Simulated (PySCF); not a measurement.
## Ga3H3O3: core ionisation energies

(HGaO)3 ring, Ga₃H₃O₃.
Bonds: Ga1–O3, Ga1–O9, O3–Ga4, Ga4–O6, O6–Ga7, Ga7–O9. Hydrogens: H2 on Ga1; H5 on Ga4; H8 on Ga7.

Theory: PySCF 2.14.0, delta-SCF UKS SCAN, pcX-2 on the ionised atom, pcseg-1 elsewhere, spin-free X2C. These are vertical core ionisation energies against the vacuum level, from separate self-consistent calculations with and without the core hole.

**Question.** Give the core binding energies atom by atom.

**Answer.** 
```tsv
atom(s)	environment	level	binding energy (eV)	count
O3/O6/O9	oxygen bonded to 2 Ga	O 1s	536.50	3
```

**Question.** What is the longest wavelength that can ionise O 1s of O3/O6/O9 vertically?

**Answer.** λ = hc/E = 12398.42 eV Å / 536.50 eV = 23.110 Å.

**Question.** Give the binding energy of O 1s of O3/O6/O9 in hartree and in kJ/mol.

**Answer.** 536.50 eV = 19.7160 Eh = 51764 kJ/mol.

The first atom of each set that the bonding makes equivalent was ionised and stands for the set. No level of gallium is listed. Geometry: PBE0-D3(BJ)/def2-SVP, one conformer, isolated molecule.
